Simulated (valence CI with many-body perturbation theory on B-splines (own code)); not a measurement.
**Br+: calculation against measured levels**

Level of theory: valence CI with perturbative core correlation (CI+MBPT): six valence electrons over a frozen Dirac-Fock core [Ar] 3d10, a basis of 9 s, 9 p, 8 d, 6 f, 3 g, 1 h functions for each j, with the one-electron correlation potential Σ1, the two-electron term Σ2, the three-electron term Σ3, Breit, model QED; selected CI, second order for the rest, scaled by the run's own slope (own B-spline code, finite nucleus).

Against 28 measured levels this calculation errs by 244 cm⁻¹ on average and by 504 at most. These come from a selection out of the NIST Handbook of Basic Atomic Spectroscopic Data. Levels without a partner in it may be off by more. Among the levels kept, up to 4300 cm⁻¹ of a level comes from second order outside the variational space, and about a tenth of that is noise between levels of different J, which matters for small intervals.

Measured levels: NIST Handbook of Basic Atomic Spectroscopic Data (Sansonetti and Martin, J. Phys. Chem. Ref. Data 34, 1559 (2005)). Pairs share parity and J, and are chosen by configuration, term and nearness in energy; levels without a clear partner are left out. Energies in cm⁻¹ above the measured ground level. The last column is blank where CI alone has no clear partner.

Names give the largest LS component (configuration and term), which can be under half, so a name can repeat, a term be missing and a line seem to break the LS rules; names also repeat where a configuration has a term twice.

```tsv
Computed label	Label in the source	Measured	Computed	Difference	CI alone, difference
4s²4p⁴ ³P_2	4p4 3P	0	0.0	0	0
4s²4p⁴ ³P_1	4p4 3P	3136.5	3123.6	-13	-155
4s²4p⁴ ³P_0	4p4 3P	3837.4	3844.6	+7	-125
4s²4p⁴ ¹D_2	4p4 1D	12089.1	12122.0	+33	+6
4s²4p⁴ ¹S_0	4p4 1S	27867.1	28049.9	+183	+109
4s²4p³5s ⁵S°_2	4p3(4S°) 5s 5S°	93921.4	93674.0	-247	-1740
4s4p⁵ ³P°_2	4s 4p5 3P°	96433.3	96189.7	-244	-2763
4s²4p³5s ³S°_1	4p3(4S°) 5s 3S°	98470.1	98228.3	-242	-1532
4s4p⁵ ³P°_1	4s 4p5 3P°	98801.1	98523.2	-278	-2887
4s4p⁵ ³P°_0	4s 4p5 3P°	100236.2	99787.1	-449	-3123
4s²4p³4d ⁵D°_3	4p3(4S°) 4d 5D°	104038.6	103718.7	-320	-2516
4s²4p³4d ⁵D°_2	4p3(4S°) 4d 5D°	104080.2	103851.9	-228	-2429
4s²4p³4d ⁵D°_4	4p3(4S°) 4d 5D°	104091.4	103706.1	-385	-2577
4s²4p³4d ⁵D°_1	4p3(4S°) 4d 5D°	104145.5	103864.7	-281	-2499
4s²4p³4d ⁵D°_0	4p3(4S°) 4d 5D°	104200.0	103695.9	-504	-2732
4s²4p³5s ³D°_1	4p3(2D°) 5s 3D°	109422.2	109276.9	-145	-1529
4s²4p³5s ³D°_2	4p3(2D°) 5s 3D°	109676.5	109530.9	-146	-1460
4s²4p³5s ³D°_3	4p3(2D°) 5s 3D°	110372.2	110189.7	-182	-1770
4s²4p³4d ³D°_2	4p3(4S°) 4d 3D°	111524.2	111444.6	-80	
4s²4p³4d ³D°_1	4p3(4S°) 4d 3D°	112389.9	112228.8	-161	-2184
4s²4p³4d ³D°_3	4p3(4S°) 4d 3D°	112454.5	112276.2	-178	-2056
4s²4p³5s ¹D°_2	4p3(2D°) 5s 1D°	112933.3	112774.6	-159	
4s²4p³4d ¹P°_1	4s 4p5 1P°	113336.8	113176.6	-160	-2224
4s²4p³5p ⁵P_1	4p3(4S°) 5p 5P	114676.8	114288.4	-388	-1961
4s²4p³5p ⁵P_2	4p3(4S°) 5p 5P	114812	114461.2	-351	-1925
4s²4p³5p ⁵P_3	4p3(4S°) 5p 5P	115170.0	114762.9	-407	-1989
4s²4p³5p ³P_1	4p3(4S°) 5p 3P	117555.2	117215.6	-340	-1870
4s²4p³5p ³P_2	4p3(4S°) 5p 3P	117761.1	117438.3	-323	-1881
4s²4p³5p ³P_0	4p3(4S°) 5p 3P	117828.4	117421.7	-407	-1963
```

Over 28 excited levels the mean absolute difference is 244 cm⁻¹, the median 243 and the largest 504. For the 26 levels that pair on every rung the mean is CI alone 1846, + Σ1 493, + Σ2 190, + Σ3 197, + Breit 261, + QED 254. The comparison draws on a selection of the measured levels: 29 of the 41 computed ones have a partner in it, and others may be off by more.

Rates against NIST Handbook of Basic Atomic Spectroscopic Data (Sansonetti and Martin, J. Phys. Chem. Ref. Data 34, 1559 (2005)):

| λ vac, measured (nm) | Upper | Lower | A computed (s⁻¹) | A tabulated (s⁻¹) |
| --- | --- | --- | --- | --- |
| 470.62 | 4s²4p³5p ⁵P_3 | 4s²4p³5s ⁵S°_2 | 1.13e+08 | 1.10e+08 |
| 478.68 | 4s²4p³5p ⁵P_2 | 4s²4p³5s ⁵S°_2 | 1.06e+08 | 9.40e+07 |
| 481.80 | 4s²4p³5p ⁵P_1 | 4s²4p³5s ⁵S°_2 | 1.05e+08 | 1.10e+08 |
